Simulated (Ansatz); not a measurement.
Born–Oppenheimer molecular dynamics of C2H7GaO (11 atoms, charge 0, multiplicity 1). It starts at the highest image of a converged band. Of that band: Beside the main top the profile has a ripple of under 15 meV (maxima at images 3, 6), which may be a very shallow well or noise. A structure lower than the first end lies on the path between it and the top, so the climb from that side starts below the end, which may itself be a saddle point or a shallow side well. Neighbouring images differ by up to 3.2 eV, so the band resolves the path poorly. A vibrational analysis at the climbing image gives one clearly imaginary mode, 716i cm⁻¹: a first-order saddle point.

The calculation used Ansatz, RKS B3LYP/def2-SVP.

```
ensemble                      : NVE (velocity Verlet)
time step                     : 0.5 fs
steps asked                   : 200
starting velocities drawn for : 300 K
seed                          : 6441
```

Frames 5 fs apart, positions in Å, forces in eV/Å.

Velocities at 25.0 fs (Å/ps):

```
C 1.37 -7.25 -0.79
Ga -0.32 0.80 0.52
C -3.97 -0.27 4.55
O 2.06 -3.55 -1.75
H 5.83 0.37 -3.20
H 21.66 13.74 -5.10
H -2.02 17.65 -8.24
H 6.43 -6.30 9.50
H -14.92 13.54 -43.24
H 9.08 24.23 -16.10
H -5.49 26.96 13.26
```

```xyz
11
Properties=species:S:1:pos:R:3:forces:R:3 time_fs=25.0 energy_less_start_eV=-0.010 T=310
C -0.898 2.165 0.053 -0.59 -0.65 0.92
Ga -0.449 0.182 0.103 -0.19 0.91 -0.16
C 1.203 -0.617 -0.123 0.04 -0.27 -0.25
O 0.972 -2.277 -0.283 -1.13 1.03 1.01
H -1.745 2.275 -0.679 0.49 0.19 0.71
H -1.163 2.526 1.113 0.11 -0.29 -1.49
H -0.012 2.701 -0.309 0.00 0.12 -0.01
H -1.515 -1.033 0.187 0.14 -0.05 0.02
H -0.004 -2.157 0.033 1.31 -0.76 -0.45
H 2.272 -0.560 -0.271 0.34 0.26 -0.21
H 1.509 -2.451 0.514 -0.53 -0.49 -0.10
11
Properties=species:S:1:pos:R:3:forces:R:3 time_fs=30.0 energy_less_start_eV=-0.012 T=312
C -0.888 2.127 0.053 1.40 -0.16 -1.00
Ga -0.451 0.187 0.105 -0.29 0.37 -0.10
C 1.193 -0.619 -0.104 1.18 0.24 -0.44
O 0.979 -2.286 -0.287 1.65 1.05 -0.38
H -1.702 2.296 -0.636 -0.79 0.07 -0.24
H -1.076 2.573 0.996 -0.71 0.37 1.42
H -0.054 2.754 -0.341 -0.01 -0.59 -0.04
H -1.470 -1.065 0.233 -0.03 0.11 -0.04
H 0.027 -2.182 -0.192 -1.24 -0.49 0.51
H 2.259 -0.435 -0.361 -0.63 -0.35 -0.03
H 1.404 -2.382 0.577 -0.51 -0.63 0.34
11
Properties=species:S:1:pos:R:3:forces:R:3 time_fs=35.0 energy_less_start_eV=-0.085 T=374
C -0.864 2.090 0.044 -1.57 1.75 0.83
Ga -0.454 0.194 0.107 0.03 -0.44 -0.12
C 1.199 -0.619 -0.092 -0.42 -0.07 0.02
O 0.997 -2.279 -0.291 -1.15 0.58 1.13
H -1.765 2.320 -0.593 0.50 -0.45 0.35
H -1.106 2.630 1.027 0.28 -0.93 -0.84
H -0.075 2.704 -0.390 0.57 -0.07 -0.22
H -1.434 -1.079 0.271 -0.22 0.06 -0.02
H -0.026 -2.327 -0.337 1.47 0.16 0.04
H 2.172 -0.371 -0.481 0.60 -0.39 -0.32
H 1.173 -2.450 0.667 -0.08 -0.20 -0.84
11
Properties=species:S:1:pos:R:3:forces:R:3 time_fs=40.0 energy_less_start_eV=-0.079 T=370
C -0.858 2.082 0.043 0.44 0.53 -0.91
Ga -0.457 0.199 0.109 -0.03 -0.98 -0.10
C 1.203 -0.618 -0.083 0.82 0.07 -0.65
O 1.007 -2.263 -0.282 0.55 0.05 0.86
H -1.773 2.262 -0.516 -0.33 -0.08 -0.67
H -1.099 2.539 0.980 0.23 0.46 1.21
H -0.011 2.612 -0.466 -0.56 -0.17 0.44
H -1.446 -1.071 0.306 -0.19 0.20 0.04
H 0.090 -2.446 -0.492 -1.16 0.33 -1.06
H 2.152 -0.409 -0.639 -0.65 -0.46 0.46
H 0.946 -2.574 0.635 0.87 0.05 0.36
11
Properties=species:S:1:pos:R:3:forces:R:3 time_fs=45.0 energy_less_start_eV=-0.070 T=362
C -0.856 2.087 0.035 -1.39 -0.09 1.15
Ga -0.460 0.201 0.110 0.11 -1.16 -0.07
C 1.217 -0.618 -0.083 -0.54 -0.45 0.09
O 1.013 -2.249 -0.261 -1.59 -0.79 -0.68
H -1.804 2.179 -0.543 0.45 0.28 0.18
H -1.021 2.489 1.081 0.27 -0.04 -1.03
H -0.013 2.513 -0.479 0.45 0.83 -0.26
H -1.502 -1.019 0.348 -0.07 0.22 0.06
H 0.168 -2.463 -0.789 1.51 0.49 1.06
H 2.061 -0.533 -0.741 0.73 0.35 -0.26
H 0.881 -2.675 0.610 0.08 0.35 -0.25
11
Properties=species:S:1:pos:R:3:forces:R:3 time_fs=50.0 energy_less_start_eV=0.029 T=276
C -0.868 2.092 0.039 1.40 -0.05 -0.86
Ga -0.463 0.199 0.111 0.21 -0.93 -0.14
C 1.228 -0.625 -0.086 0.54 -0.28 -0.89
O 1.007 -2.243 -0.245 1.47 0.45 0.41
H -1.779 2.164 -0.558 -0.31 0.51 0.16
H -0.906 2.470 1.053 -0.44 0.53 0.36
H 0.006 2.555 -0.502 -0.81 -0.04 0.39
H -1.577 -0.919 0.406 -0.02 0.06 0.11
H 0.424 -2.408 -0.970 -1.10 -0.64 -0.47
H 2.059 -0.587 -0.838 -0.42 0.53 0.80
H 0.840 -2.720 0.572 -0.51 -0.14 0.13
11
Properties=species:S:1:pos:R:3:forces:R:3 time_fs=55.0 energy_less_start_eV=-0.036 T=331
C -0.862 2.096 0.033 -0.29 0.37 0.64
Ga -0.464 0.194 0.111 0.41 -0.61 -0.15
C 1.241 -0.638 -0.101 -1.47 0.05 0.63
O 1.012 -2.234 -0.233 0.28 -0.58 -0.94
H -1.802 2.258 -0.525 -0.02 0.10 0.37
H -0.879 2.548 1.053 -0.44 -0.18 -0.38
H -0.084 2.629 -0.482 0.71 0.42 -0.58
H -1.656 -0.804 0.488 0.07 -0.10 0.07
H 0.565 -2.450 -1.084 0.07 -0.17 1.07
H 2.031 -0.525 -0.815 0.80 0.20 -0.37
H 0.701 -2.762 0.529 -0.14 0.50 -0.36
11
Properties=species:S:1:pos:R:3:forces:R:3 time_fs=60.0 energy_less_start_eV=-0.030 T=326
C -0.855 2.110 0.032 0.18 1.81 -0.31
Ga -0.465 0.186 0.111 0.13 -0.10 -0.08
C 1.234 -0.649 -0.110 -0.42 0.62 -0.38
O 1.026 -2.232 -0.228 0.53 -0.92 -0.60
H -1.837 2.369 -0.426 0.22 -0.48 -0.07
H -0.941 2.607 1.023 0.21 -0.36 0.01
H -0.101 2.742 -0.534 -0.47 -0.70 0.43
H -1.714 -0.709 0.586 0.26 -0.15 -0.04
H 0.677 -2.556 -1.077 0.02 0.23 -0.08
H 2.100 -0.429 -0.798 -0.70 -0.52 0.72
H 0.516 -2.710 0.447 0.05 0.59 0.41
11
Properties=species:S:1:pos:R:3:forces:R:3 time_fs=65.0 energy_less_start_eV=-0.080 T=370
C -0.846 2.151 0.027 -0.80 -0.31 0.65
Ga -0.465 0.179 0.111 -0.15 0.74 0.01
C 1.212 -0.650 -0.122 -1.65 -0.04 0.35
O 1.047 -2.242 -0.229 0.04 -0.56 0.62
H -1.849 2.384 -0.350 -0.28 -0.41 -0.59
H -0.964 2.602 1.020 0.53 -0.07 0.47
H -0.159 2.751 -0.537 0.79 0.45 -0.47
H -1.715 -0.653 0.675 0.24 -0.27 -0.11
H 0.774 -2.617 -1.084 -0.05 0.24 -0.21
H 2.093 -0.426 -0.679 0.89 -0.05 -0.49
H 0.359 -2.520 0.417 0.41 0.27 -0.23
11
Properties=species:S:1:pos:R:3:forces:R:3 time_fs=70.0 energy_less_start_eV=-0.031 T=328
C -0.849 2.192 0.030 0.05 -0.12 0.27
Ga -0.466 0.174 0.111 -0.49 1.53 0.07
C 1.169 -0.650 -0.134 1.52 -0.04 -1.09
O 1.069 -2.261 -0.224 -0.22 -0.04 0.07
H -1.885 2.308 -0.386 0.63 0.03 0.16
H -0.877 2.576 1.094 0.10 -0.16 -0.88
H -0.117 2.795 -0.585 -0.60 -0.50 0.56
H -1.660 -0.661 0.739 0.04 -0.36 -0.14
H 0.865 -2.621 -1.126 -0.12 0.46 0.81
H 2.173 -0.456 -0.598 -0.93 -0.01 0.44
H 0.274 -2.278 0.351 0.02 -0.78 -0.28
11
Properties=species:S:1:pos:R:3:forces:R:3 time_fs=75.0 energy_less_start_eV=0.095 T=219
C -0.851 2.225 0.037 0.65 -2.31 -0.28
Ga -0.468 0.174 0.111 -0.55 1.58 0.25
C 1.145 -0.651 -0.163 0.15 -0.33 -0.36
O 1.089 -2.278 -0.210 -0.53 0.65 1.60
H -1.835 2.239 -0.407 -0.72 0.50 0.08
H -0.767 2.537 1.060 -0.44 0.53 0.86
H -0.145 2.773 -0.562 0.52 0.31 -0.53
H -1.592 -0.750 0.767 0.01 -0.21 -0.24
H 0.909 -2.562 -1.099 -0.18 -0.22 -1.11
H 2.146 -0.475 -0.467 1.05 0.43 -0.38
H 0.210 -2.207 0.227 0.04 -0.92 0.12
11
Properties=species:S:1:pos:R:3:forces:R:3 time_fs=80.0 energy_less_start_eV=-0.018 T=317
C -0.842 2.220 0.042 0.28 -0.83 0.23
Ga -0.472 0.179 0.112 -0.40 1.01 0.41
C 1.136 -0.657 -0.202 1.79 0.18 -0.47
O 1.099 -2.289 -0.184 -1.47 0.10 -1.50
H -1.875 2.279 -0.387 0.54 0.40 0.49
H -0.756 2.586 1.110 -0.40 -0.13 -1.02
H -0.115 2.777 -0.604 -0.47 -0.42 0.39
H -1.520 -0.887 0.738 0.02 0.07 -0.34
H 0.950 -2.501 -1.157 0.62 0.23 1.37
H 2.220 -0.427 -0.379 -0.96 -0.28 0.05
H 0.158 -2.343 0.128 0.45 -0.31 0.39
```

Of the whole run (100 fs, mean temperature of the second half 323 K): The conserved energy stayed within 0.2 meV per atom of its start (net change 0.084 meV per atom), so the integration is sound. A run of 0.1 ps of so small a system gives no equilibrium averages. The orbitals stay closed-shell, which can raise the energy where a bond breaks towards radicals; this wasn't checked here.

Time of the run: 9.5 min on 2 threads of Arm Neoverse V1 (shared host), peak memory 0.24 GiB.
